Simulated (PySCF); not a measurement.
Correlation energy of Au²⁺ (gold, charge +2)

[Xe] 4f14 5d9, 2D determinant. Calculation: PySCF 2.14, in x2c-TZVPPall; scalar relativity by spin-free X2C-1e. Frozen: [Kr] 4d10 4f14; 17 electrons correlated.

```
  level  correlation energy (mhartree)
   CCSD                        -456.52
    (T)                         -10.81
CCSD(T)                        -467.33
```

Diagnostics: T1 = 0.0058, D1 = 0.0217, largest double amplitude 0.030.

Q: Is a single reference adequate?

A: Yes, within this model without spin-orbit coupling: T1 lies below 0.03 and no double amplitude reaches 0.07.

This basis was not built for core-valence correlation, so the inner-shell part is incomplete.
